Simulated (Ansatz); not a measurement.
Sn2F4⁻. Total charge -1; doublet. Geometry PBE0-D4/def2-SVP, that of the neutral singlet; atoms count from 1.

```xyz
6

Sn    0.190   -1.013    1.376
Sn   -0.196    1.028   -1.381
F    -1.131   -0.543   -0.253
F     1.137    0.539    0.230
F     1.065   -2.339    0.238
F    -1.066    2.328   -0.210
```

In the def2 sets Sn takes a core potential; there is no spin–orbit coupling. The highest occupied level of the charge -1 doublet lies above zero (up to 0.81 eV). By energy differences its removal costs 0.67 eV (vertical, to the charge 0 singlet, at PBE0-D4/def2-TZVPD); a positive level beside a positive removal energy at the same level points to self-interaction error. The structure comes from a short search, and lower isomers may exist.

Question: Estimate the Mulliken populations from the PBE0/def2-TZVPD orbitals of Ansatz.

Answer: 
```tsv
atom	charge (e)	spin (α − β)
Sn1	0.76	0.57
Sn2	0.75	0.58
F3	-0.64	-0.07
F4	-0.64	-0.07
F5	-0.62	0.00
F6	-0.62	0.00
```
Mulliken values and Mayer orders depend strongly on the basis. With diffuse functions, as here, like atoms can get unlike values, and bond orders can come out too low or too high.

Question: Where does the spin sit?

Answer: Summed by element: Sn 1.15, F -0.15, of 1 unpaired in all. Largest on single atoms: Sn2 0.58, Sn1 0.57, F4 -0.07.

Question: And the Mayer bond orders between bonded heavy atoms (over 0.3)?

Answer: Sn1–F5 0.46 (1.95 Å); Sn2–F6 0.46 (1.95 Å). Values over 0.3 also appear between atoms too far apart for a bond (Sn1–Sn2 0.62 at 3.45 Å); they arise where an orbital or an unpaired electron spreads over both atoms.
